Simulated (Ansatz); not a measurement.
Species: sum formula H$_{3}$Si$_{2}$OCl$_{2}$ (charge 0, doublet). It need not be the lowest isomer of its formula. 
Coordinates optimised at B3LYP-D3(BJ)/def2-TZVP (Ansatz, a first-principles code):
```xyz
8

Si     0.5329     0.0312     0.6343
Cl     0.3174     1.9799    -0.0439
Cl     2.0931    -0.8722    -0.3749
O     -0.8284    -0.7892     0.3405
Si    -2.3812    -0.7619    -0.2352
H     -3.1488     0.2888     0.4654
H     -2.9696    -2.0889     0.0306
H     -2.3572    -0.4882    -1.6871
```
Charge 0, spin multiplicity 2.

Basis-set convergence of Hartree-Fock and CCSD correlation energies (hartree) with Ansatz. Cores are frozen in the correlated levels unless marked. Open shells are spin-unrestricted. No spin-orbit coupling. Non-relativistic.

| basis | functions | E(HF) | E(corr, CCSD) |
|---|---|---|---|
| cc-pV(D+d)Z | 121 | -1573.65439 | -0.67929 |
| cc-pV(T+d)Z | 228 | [?] | [?] |

Question: Complete the blanks.

Answer: 
- cc-pV(T+d)Z, E(HF): -1573.75189
- cc-pV(T+d)Z, E(corr, CCSD): -0.87833
